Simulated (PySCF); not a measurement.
**How methods differ on the ionisation energy of Pb⁷²⁺**

Pb⁷²⁺ [Ne] → Pb⁷³⁺ [He] 2s2 2p5 [2p1/2^2 2p3/2^3, M_J = 3/2], as a difference of total energies. Calculation: PySCF 2.14, in an uncontracted even-tempered set (16 s from 60 bohr⁻², ratio 2.4; 13 p from 79 bohr⁻², ratio 2.4; 5 d from 270 bohr⁻², ratio 2.6; 4 f from 410 bohr⁻², ratio 2.6); the two-component X2C-1e Hamiltonian. Correlated levels: nothing frozen; the 22 highest virtual spinors dropped. "Screened" scales the spin-orbit matrix elements by Boettger's factors to mimic the two-electron term; Breit and QED terms are absent.

```json
{"method": "GHF (spin-free)", "ionisation energy (eV)": "20242.7"}
{"method": "GMP2 (spin-free)", "ionisation energy (eV)": "20244.4"}
{"method": "GHF (screened spin-orbit)", "ionisation energy (eV)": "19617.6"}
{"method": "GMP2 (screened spin-orbit)", "ionisation energy (eV)": "19619.2"}
```

For this ion Breit and QED terms and the two-electron picture change, all absent here, outweigh the correlation shift from GHF to GMP2.

The spin-free rows lack the spin-orbit shift.

For comparison: 19590 ± 70 eV (theoretical estimate listed by NIST; NIST Atomic Spectra Database, ionization energies).
